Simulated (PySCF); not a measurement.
Cl4HSi2, SMILES Cl[Si](Cl)([SiH]Cl)Cl, multiplicity 2. Atoms are numbered in the order given.

```xyz
7

Cl     2.6226    -1.2652    -0.2117
Si     1.6261     0.4780    -0.6957
Si    -0.5480     0.2501     0.0443
Cl    -0.6509    -0.0643     2.0647
Cl    -1.4260    -1.3332    -0.9038
Cl    -1.5703     1.9668    -0.4087
H      2.3249     1.6368    -0.0676
```
Charge 0, spin multiplicity 2.

The structure is a stationary point at ωB97X-D3(BJ)/def2-SVP. The isomer is the one that the SMILES or the coordinates give; other isomers of the formula were not compared. Other conformers were not sampled.

Method: PySCF with ωB97X/def2-TZVP.

ESP charges are fitted to the potential on shells at 1.4 to 2.0 van der Waals radii. Atomic charges (e):

| atom | Mulliken | Löwdin | meta-Löwdin | ESP fit | Mulliken spin |
|---|---|---|---|---|---|
| Cl1 | -0.19 | 0.22 | -0.26 | -0.09 | 0.07 |
| Si2 | 0.19 | -0.13 | 0.33 | 0.16 | 0.81 |
| Si3 | 0.49 | ___ | 0.79 | -0.05 | 0.06 |
| Cl4 | -0.17 | ___ | -0.27 | -0.02 | 0.03 |
| Cl5 | -0.17 | ___ | -0.27 | -0.01 | 0.00 |
| Cl6 | -0.18 | ___ | -0.27 | -0.01 | 0.00 |
| H7 | 0.02 | ___ | -0.06 | 0.02 | 0.03 |

Task: Complete the blanks. (Estimate from the structure and the level; the computed values follow.)

Result: 
- Si3, Löwdin: -0.89
- Cl4, Löwdin: 0.27
- Cl5, Löwdin: 0.28
- Cl6, Löwdin: 0.27
- H7, Löwdin: -0.03

Task: Give the Mayer and Wiberg (Löwdin basis) orders of the bonds. (The exact figures need the calculation; the answer reports its results.)

Result: 
| bond | Mayer | Wiberg |
|---|---|---|
| Cl1–Si2 | 1.19 | 1.89 |
| Si2–Si3 | 0.94 | 1.19 |
| Si3–Cl4 | 1.22 | 1.86 |
| Si3–Cl5 | 1.22 | 1.86 |
| Si3–Cl6 | 1.21 | 1.85 |
| Si2–H7 | 0.93 | 0.96 |
